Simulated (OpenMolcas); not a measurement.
## Bi⁺: terms and fine structure

```yaml
Program: OpenMolcas 26.06
Method: "XMS-CASPT2, IPEA 0.25 Eh, imaginary shift 0.1 Eh (closed shells correlated: 5d)"
Basis: ANO-RCC-VTZP [8s7p5d3f2g]
Scalar_Hamiltonian: DKH2, point nucleus
Active_space: 4 electrons in 4 orbitals (6s 6p)
State_averaging: 2S+1 = 3 even, 3 roots; 2S+1 = 1 even, 6 roots; 2S+1 = 5 odd, 1 root; 2S+1 = 3 odd, 9 roots; 2S+1 = 1 odd, 8 roots
Spin-orbit_coupling: RASSI with atomic mean-field integrals over the reference wave functions, term energies averaged over their components
```

With spin-orbit coupling, above the lowest level:

| Configuration | Term | J | E (cm⁻¹) | Term weight % | Second |
| --- | --- | --- | --- | --- | --- |
| 6s² 6p² | ³P | 0 | 0.0 | 85 | 15 ¹S |
| 6s² 6p² | ³P | 1 | 11200 | 100 |  |
| 6s² 6p² | ³P | 2 | 14970 | 55 | 45 ¹D |
| 6s² 6p² | ¹D | 2 | 29520 | 55 | 45 ³P |
| 6s² 6p² | ¹S | 0 | 41370 | 85 | 15 ³P |
| 6s 6p³ | ⁵S° | 2 | 75640 | 80 | 16 ³P° |
| 6s 6p³ | ³D° | 1 | 88730 | 74 | 17 ³P° |
| 6s 6p³ | ³D° | 2 | 91120 | 75 | 12 ³P° |
| 6s 6p³ | ³D° | 3 | 94770 | 100 |  |
| 6s 6p³ | ³P° | 0 | 105070 | 100 |  |
| 6s 6p³ | ³P° | 1 | 106010 | 67 | 19 ³D° |
| 6s 6p³ | ¹D° | 2 | 107250 | 46 | 32 ³P° |
| 6s 6p³ | ³S° | 1 | 114660 | 53 | 33 ¹P° |
| 6s 6p³ | ¹D° | 2 | 119330 | 52 | 40 ³P° |
| 6s 6p³ | ¹P° | 1 | 131350 | 60 | 32 ³S° |

Spin-orbit coupling puts the lowest level 16337 cm⁻¹ below the lowest spin-free term.

CASPT2 does not keep the components of a term degenerate, so their means are used; among the terms shown or strongly mixed into the levels shown the widest spread is 3500 cm-1 (6s 6p³ ¹D°). Over all roots computed the reference weight is 0.82 to 0.93; the roots of lowest weight are the least certain, and an intruder state may touch them. Terms of s pⁿ other than that of highest spin mix with s² pⁿ⁻² d, which this space lacks; all of them can be thousands of cm-1 off, and some have no real level of that name. Spin-orbit splittings of 6p shells tend to come out small when the coupling is added on scalar orbitals. Levels of configurations outside the active space are missing. The first state left out of the spin-orbit step lies near 190000 cm-1 above the lowest spin-free state of the reference (among the parities and spins computed), and the list stops at four fifths of that energy or lower.

The term weight is that of the spin-free term in the level, not the purity of its configuration. ° marks odd parity.
